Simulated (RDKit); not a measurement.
Input for RDKit: UFF on H2 (SMILES [H][H]).

```python
from rdkit import Chem
from rdkit.Chem import AllChem, rdDetermineBonds

blocks = [
'''2

H     0.00000000    0.00000000    0.37198582
H    -0.00000000   -0.00000000   -0.37198582
''',
]
mol = None
for b in blocks:
    f = Chem.MolFromXYZBlock(b)
    rdDetermineBonds.DetermineBonds(f, charge=0)
    mol = f if mol is None else Chem.CombineMols(mol, f)
Chem.SanitizeMol(mol)
print(Chem.MolToSmiles(Chem.RemoveHs(mol)))
ff = AllChem.UFFGetMoleculeForceField(mol, vdwThresh=100.0, ignoreInterfragInteractions=False)
e = ff.CalcEnergy()
print(f'UFF energy {e:.6f} kcal/mol')
```

Output:

```
[H][H]
UFF energy 0.613758 kcal/mol
```

The run finished.

Cost: roughly 0.03 core-seconds.
